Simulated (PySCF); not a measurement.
Ge(H)2(F)(Et) (C2H7FGe), SMILES C[CH2][GeH2][F]. Atoms are numbered in the order given.

```xyz
11

Ge     0.5399     0.3965    -0.1736
F      1.1985    -0.8565     0.8710
C     -1.2343    -0.2324    -0.7104
C     -2.1337    -0.5518     0.4878
H      0.4850     1.6723     0.6938
H      1.5297     0.5389    -1.3484
H     -1.6826     0.5425    -1.3562
H     -1.0859    -1.1224    -1.3441
H     -1.6729    -1.3147     1.1342
H     -2.3126     0.3415     1.1083
H     -3.1160    -0.9324     0.1642
```
Charge 0, spin multiplicity 1.

Geometry: B3LYP-D3(BJ)/def2-SVP. Other conformers were not sampled.

The numbers are results of TDDFT-PBE/def2-SVPD in PySCF, not measurements.

Vertical excitations. 

```
state  energy (eV)  λ (nm)      f          main pairs
-----  -----------  ------  -----  ------------------
S1            6.57     189  0.003     HOMO→LUMO 100 %
S2            7.15     173  0.008    HOMO→LUMO+1 99 %
S3            7.22     172  0.000   HOMO−1→LUMO 100 %
S4            7.65     162  0.108    HOMO→LUMO+2 86 %
S5            7.75     160  0.025  HOMO−1→LUMO+1 93 %
S6            7.89     157  0.014    HOMO−2→LUMO 91 %
S7            8.10     153  0.102    HOMO→LUMO+3 84 %
S8            8.19     151  0.061  HOMO−1→LUMO+2 85 %
S9            8.32     149  0.005    HOMO→LUMO+4 95 %
S10           8.33     149  0.017    HOMO−3→LUMO 94 %
T1            6.30     197      0     HOMO→LUMO 100 %
T2            6.83     182      0    HOMO−1→LUMO 99 %
T3            6.93     179      0    HOMO→LUMO+1 98 %
T4            7.07     175      0    HOMO→LUMO+2 97 %
```
Triplets are in the Tamm–Dancoff approximation, which puts them higher than full response would, so one can lie above its singlet here.
